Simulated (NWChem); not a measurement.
System: CH₈OSi₂; SMILES C[SiH2][SiH2]O

Input file for NWChem:

```
start job
memory heap 200 mb stack 900 mb global 1100 mb
geometry units angstroms
  C     -2.004972     0.760215     0.717657
  Si    -1.128772    -0.240985    -0.563543
  Si     1.067128    -0.582985     0.096957
  O      1.877728     0.858415     0.258057
  H     -3.045272     0.939515     0.428557
  H     -1.529172     1.735915     0.858057
  H     -2.015272     0.250715     1.686257
  H     -1.820272    -1.546685    -0.747343
  H     -1.156372     0.473215    -1.870443
  H      1.109828    -1.298685     1.395457
  H      1.792828    -1.379285    -0.922743
  H      2.466928     1.099915    -0.474643
end
basis spherical
  * library 6-31g*
end
dft
  xc b3lyp
  iterations 150
end
driver
  maxiter 120
end
task dft optimize
task dft freq
```

The level has its own optimisation; frequencies are unscaled. Brackets give each atom's bonded neighbours.

**Question.** What results follow from this input? (B3LYP/6-31G* (spherical d).) Quantities: r C–Si (Å); r C–H (Å); r Si–Si (Å); r H–Si [H(Si)–Si(CHHSi)] (Å); highest harmonic frequency (cm⁻¹); lowest (cm⁻¹); zero-point energy (kcal/mol); dipole (D).

**Answer.** 
- r C–Si (Å): 1.897
- r C–H (Å): 1.095
- r Si–Si (Å): 2.356
- r H–Si [H(Si)–Si(CHHSi)] (Å): 1.495
- highest harmonic frequency (cm⁻¹): 3800
- lowest (cm⁻¹): 57
- zero-point energy (kcal/mol): 53.6
- dipole (D): 1.32
